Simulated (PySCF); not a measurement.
Ruthenium: a sound run and one with changed settings

Sound run: Ru⁺ [Kr] 4d7, Ru²⁺ [Kr] 4d6. Computed with PySCF 2.14 in def2-SVP with the def2 core potential (28 electrons) (5s3p2d1f, 31 functions), with scalar relativity through the core potential. The sound run starts from symmetry-adapted Hartree-Fock orbitals and uses a fine grid where one is needed.

Changed run: radial step 0.5 in ln r (0.13 in the sound run). This setting is unsound on purpose.

```
species  method  sound run (hartree)  changed run (hartree)  converged
    Ru⁺     UHF            -93.86585              -93.86585        yes
    Ru⁺  M06-2X            -94.41036              -94.43546        yes
    Ru⁺    PBE0            -94.49332              -94.49992        yes
   Ru²⁺     UHF            -93.31788              -93.31788        yes
   Ru²⁺  M06-2X            -93.78406              -93.80732        yes
   Ru²⁺    PBE0            -93.87813              -93.88327        yes
```

Ionisation energy of Ru⁺:

| method | sound run (eV) | changed run (eV) |
| --- | --- | --- |
| UHF | 14.911 | 14.911 |
| M06-2X | 17.042 | 17.092 |
| PBE0 | 16.740 | 16.780 |

A coarse radial grid mis-integrates the density and the exchange-correlation energy, with errors of either sign; Hartree-Fock needs no grid.

For comparison, NIST gives 16.76 ± 0.06 eV between the lowest levels.
